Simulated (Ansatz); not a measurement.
Level of theory: frozen-core CCSD(T)/def2-TZVPP // PBE0-D4/def2-TZVP run with Ansatz (an electronic-structure program).

Ansatz 0.2 input:
```yaml
crystal:
  periodic: [false, false, false]
  atoms:
    - { symbol: C, position_ang: [-1.368407, 0.723688, 0.369081] }
    - { symbol: N, position_ang: [-0.30187, -0.169772, -0.012718] }
    - { symbol: C, position_ang: [-0.420038, -0.675176, -1.357082] }
    - { symbol: Si, position_ang: [1.108533, -0.335962, 0.93514] }
    - { symbol: O, position_ang: [2.189675, 0.912771, 0.908932] }
    - { symbol: H, position_ang: [-2.343852, 0.229332, 0.27322] }
    - { symbol: H, position_ang: [-1.393505, 1.63058, -0.251432] }
    - { symbol: H, position_ang: [-1.252738, 1.035314, 1.40956] }
    - { symbol: H, position_ang: [-0.39085, 0.127457, -2.108582] }
    - { symbol: H, position_ang: [0.391079, -1.372747, -1.57555] }
    - { symbol: H, position_ang: [-1.367875, -1.212922, -1.490167] }
    - { symbol: H, position_ang: [1.767583, -1.576067, 0.444443] }
    - { symbol: H, position_ang: [0.713697, -0.387687, 2.360779] }
    - { symbol: H, position_ang: [2.66857, 1.071191, 0.094375] }
basis:
  gaussian: { orbitals: def2-TZVPP }
correlation:
  method: ccsd_t
```

Output:

```
Functional definition: HF
1706 factors; integrals over basis functions are off by at most 1.2e-3 eV
mean field evaluation 1: about -13583.7576 eV, gradient 4.7e1 eV
mean field evaluation 2: about -13584.0420 eV, gradient 4.7e1 eV
mean field evaluation 4: about -13588.8418 eV, gradient 4.6e0 eV
mean field evaluation 8: about -13588.9134 eV, gradient 2.1e-1 eV
mean field evaluation 16: about -13583.7570 eV, gradient 4.7e1 eV
mean field -13588.91351477 eV, -499.3833607712 hartree, gradient 1.8e-6 eV, S^2 0.000000; 0 other end points of the search recorded, 0 dependent functions left out
9 core orbitals not correlated
reference -13588.91351477 eV, -499.3833607712 hartree; 16, 16 occupied and 267, 267 virtual orbitals, 1706 factors
second order -25.39319436 eV of doubles, -0.00000000 eV of singles
cycle   1  -25.93627995 eV  change   -5.4e-1 eV  update   1.0e-1
cycle   2  -26.55566937 eV  change   -6.2e-1 eV  update   2.9e-2
cycle   3  -26.67633210 eV  change   -1.2e-1 eV  update   1.4e-2
cycle   4  -26.66537418 eV  change    1.1e-2 eV  update   3.4e-3
cycle   5  -26.66541524 eV  change   -4.1e-5 eV  update   1.8e-3
cycle   6  -26.66595583 eV  change   -5.4e-4 eV  update   5.7e-4
cycle   7  -26.66565047 eV  change    3.1e-4 eV  update   2.2e-4
cycle   8  -26.66560816 eV  change    4.2e-5 eV  update   6.7e-5
cycle   9  -26.66562860 eV  change   -2.0e-5 eV  update   2.3e-5
perturbative correction -0.98673174 eV, -0.0362617225 hartree
Total energy: -13616.56587510 eV, -500.3995662702 hartree
```

Cost: roughly 30 core-minutes.
